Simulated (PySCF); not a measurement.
# Correlation energy of Te⁺ (tellurium, charge +1)

[Kr] 4d10 5s2 5p3, high-spin 4S determinant. Computed with PySCF 2.14 in aug-cc-pwCVDZ-PP with ECP28MDF (6s5p4d1f, 48 functions), with a scalar-relativistic core potential. Frozen: 4s2 4p6 4d10; 5 electrons correlated.

| level | correlation energy (mhartree) |
| --- | --- |
| CCSD | -66.04 |
| (T) | -0.95 |
| CCSD(T) | -66.99 |

Diagnostics: T1 = 0.0020, D1 = 0.0060, largest double amplitude 0.047.

Cost of the coupled-cluster step: roughly 0.4 core-seconds, for 5 correlated electrons.
